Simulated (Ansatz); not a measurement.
Born–Oppenheimer molecular dynamics of ClH₃Sn (5 atoms, charge 0, multiplicity 1). It starts from a relaxed structure.

These are results of Ansatz 0.2.0, RKS B3LYP-D4/def2-SVP, not measurements.

| Quantity | Value |
| --- | --- |
| ensemble | NVE (Milne-controlled integrator) |
| time step | 0.5 fs |
| steps asked | 150 |
| starting velocities drawn for | 700 K |
| masses | H 2.014 u |
| seed | 951677 |

First frame:

```xyz
5
Properties=species:S:1:pos:R:3
Sn 0.000 0.000 -0.050
Cl 0.000 0.000 2.326
H 1.644 0.000 -0.534
H -0.822 1.424 -0.535
H -0.822 -1.424 -0.535
```

Problem. How far do the bonds stretch over the last three quarters of this one trajectory? (Pairs bonded in most of those frames.)

Solution. 
```
   bond  mean (Å)  spread (Å)  shortest  longest
Sn1–Cl2     2.384       0.031      2.34     2.42
 Sn1–H3     1.718       0.035      1.66     1.77
 Sn1–H4     1.722       0.033      1.67     1.77
 Sn1–H5     1.716       0.038      1.66     1.78
```

Mean temperature of the second half: 368 K. The conserved energy stayed within 0.00041 meV per atom of its start (net change 0 meV per atom), so the integration is sound. Over the second half the temperature averaged 0.53 of the 700 K drawn at the start: a run that starts near a minimum puts about half its kinetic energy into the potential. A run of 0.075 ps of so small a system gives no equilibrium averages.

The run took 4.5 min on 1 thread of Arm Neoverse V1 (shared host), peak memory 0.11 GiB.
